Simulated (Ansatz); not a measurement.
`[BH2][AlH][OH]` + `BO` → `B[O][AlH][OH]` + BH₃ at 700 K and 1 bar (cleavage of the Al–B bond).

Gas-phase electronic energies from Ansatz, PBE0-D4/def2-TZVP geometries. CCSD(T)/CBS is the MP2 limit (def2-TZVPP, def2-QZVPP) plus CCSD(T) − MP2 in def2-TZVPP, frozen cores. This one scheme is used for every species. Each species was taken in one conformer, which may not be the lowest.

```csv
species,CCSD(T)/CBS energy (Eh),H − E (kJ/mol),S (J/(mol·K))
`[BH2][AlH][OH]`,-344.39123,163.1,385.6
`BO`,-101.80414,126.4,277.4
`B[O][AlH][OH]`,-419.70702,187.7,428.4
BH₃,-26.55200,96.5,225.0
```

H − E and S are ideal-gas, rigid-rotor, harmonic terms from PBE0-D4/def2-TZVP, for one conformer and one mirror image of each species. 1 Eh = 2625.50 kJ/mol, R = 8.31446 J/(mol·K).

**Question.** By hand: ΔE, ΔH, ΔS and ΔG.

**Answer.** ΔE = (-419.70702) + (-26.55200) − (-344.39123) − (-101.80414) = -0.06365 Eh = -167.1 kJ/mol. Δ(H − E) = 187.7 + 96.5 − 163.1 − 126.4 = -5.3, so ΔH = -172.4 kJ/mol. ΔS = 428.4 + 225.0 − 385.6 − 277.4 = -9.6 J/(mol·K). ΔG = -172.4 − 700 × (-9.6)/1000 = -165.7 kJ/mol.

**Question.** By hand: the equilibrium constant, and the temperature at which ΔG would vanish if ΔH and ΔS stayed fixed.

**Answer.** log₁₀ K = −ΔG/(RT ln 10) = 12.4. ΔG = 0 at ΔH/ΔS = 17958 K, far beyond where these terms or the molecules hold.

The number of gas molecules stays the same, so ΔS is small and ΔH decides. A doubt of 5 kJ/mol in ΔE shifts log₁₀ K by 0.4 here. Other conformers and mirror images would add mixing entropy, several J/(mol·K) or more a flexible species. These are equilibria of isolated gas molecules and say nothing of rates. Largest T1 diagnostic: 0.014 (customary marks: 0.02 for closed shells, 0.045 for open ones).
